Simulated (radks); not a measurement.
Results of a calculation; reference values are marked as such.
Question: Code: a radial shooting solver on a logarithmic mesh with Libxc functionals. Model: scalar-relativistic Kohn-Sham, PBE, spin-unpolarised, spherical densities, finite nucleus; Fermi nuclear charge, rms radius of each element as measured or else 0.836 A^(1/3) + 0.57 fm. Each species is in its NIST ground configuration. Rank W4+, Pt4+, Au4+, Hg4+, Lu4+, Os4+, Hf4+, Ta4+, Ir4+, Re4+ by mean radius of the outermost orbital (bohr), largest first.

Answer: Ta4+ 1.73, W4+ 1.66, Re4+ 1.60, Os4+ 1.54, Ir4+ 1.48, Pt4+ 1.43, Au4+ 1.38, Hg4+ 1.34, Lu4+ 1.32, Hf4+ 1.30.
